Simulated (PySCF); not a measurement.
CF3, SMILES F[C+](F)F, charge +1.

Geometry: B3LYP-D3(BJ)/def2-TZVP.

All values below come from HF/def2-TZVPD in PySCF.

Symmetry labels are those of the subgroup C2v that the program uses (full group D3h).

Computed valence orbital energies around the gap with their symmetry:
| orbital | symmetry | energy (eV) |
|---|---|---|
| HOMO−7 | A1 | -33.66 |
| HOMO−6 | B1 | -33.66 |
| HOMO−5 | B2 | -32.16 |
| HOMO−4 | A1 | -29.17 |
| HOMO−3 | B1 | -29.17 |
| HOMO−2 | B2 | -28.52 |
| HOMO−1 | A2 | -28.52 |
| HOMO | B1 | -28.00 |
| LUMO | B2 | -5.55 |
| LUMO+1 | A1 | -3.72 |
| LUMO+2 | B2 | -1.70 |
| LUMO+3 | A1 | -1.69 |
